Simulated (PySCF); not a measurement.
NMR data simulated for an unnamed compound:

¹H NMR (500 MHz, computed): δ 3.53 (s, 9H), 2.58 (m, 2H), 2.08 (m, 1H), 2.06 (m, 1H), 2.02 (m, 1H), 1.75 (m, 2H).

¹³C{¹H} NMR (computed): δ 26.1 (CH2), 19.8 (CH2), 18.1 (CH).

PySCF 2.14 calculation with GFN2-xTB geometry and σ from GIAO-PBE0/pcSseg-1; a single conformation, equivalent nuclei averaged, no solvent, no relativistic terms.

References, each an isolated molecule treated in the same way: TMS for ¹H (σ = 31.72 ppm), ¹³C (σ = 186.93 ppm).

Which of these does the molecule contain: a Si–H bond, an aldehyde, a (CH3)2CH unit, an amide?

## Answers


- A Si–H bond: yes (δH 3.53 (s)).
- An aldehyde: no.
- A (CH3)2CH unit: no.
- An amide: no.

The data belong to SMILES [SiH3][Si]([SiH3])([SiH3])C1CCC1, C4H16Si4; they needn't prove each group on their own.

Carbon signals by region: 3 below 50 ppm.

Shifts are as computed. Against solution values, carbons near 30 ppm lie about +3 ppm off and those near 130 ppm about +5 ppm. Of 1211 compounds with measured shifts, 218 miss one by over three times the rms of a fit or turn the order of signals round; such compounds aren't used in these exercises. No couplings were computed; multiplicities are counted from neighbouring protons, with m where these are inequivalent, close in shift, in a saturated or five-membered ring or joined by F or P, and br s for small geminal =CH2 splittings.
